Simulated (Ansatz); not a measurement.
The same path of H6InN (8 atoms, charge 0, multiplicity 1) was run twice with different band settings. The coordinate that changes most is the dihedral H5–N1–In2–H7.

The calculation used RKS r2SCAN/def2-mTZVP in Ansatz 0.2.0.

Relaxed end points:

```xyz
8
Properties=species:S:1:pos:R:3
N -0.528 0.145 -0.984
In 0.617 -0.179 1.088
H 0.063 -0.080 -1.780
H -1.357 -0.441 -1.048
H -0.831 1.110 -1.096
H -0.703 0.312 2.113
H 0.928 -1.879 0.875
H 1.903 0.954 0.777
```

```xyz
8
Properties=species:S:1:pos:R:3
N -0.528 0.145 -0.984
In 0.616 -0.177 1.089
H -1.171 -0.618 -1.179
H -1.071 1.005 -0.983
H 0.123 0.199 -1.763
H -0.805 -0.187 2.098
H 1.353 -1.697 0.662
H 1.576 1.274 1.005
```

Common settings: movable images 5; climbing image yes; spring 5.0 eV/Å²; optimiser quadratic models (default); start path through a guess of the saddle point; iteration limit 60; end points relaxed.

| run | force threshold |
| --- | --- |
| 1 | 0.03 eV/Å |
| 2 | 0.5 eV/Å |

Q: What does each run give, and how far can it be trusted?

A: Run 1: converged after 7 iterations, highest image 0.007 eV above the first end. The top lies less than 8 meV above the higher end, about what the thresholds resolve: that end is a shoulder or a very shallow well. A vibrational analysis at the climbing image gives one clearly imaginary mode, 68i cm⁻¹: a first-order saddle point.
Run 2: converged after 3 iterations, highest image 0.027 eV above the first end. The threshold of 0.5 eV/Å is loose, so the images may lie well off the minimum-energy path. The order of the stationary point at the top wasn't checked.
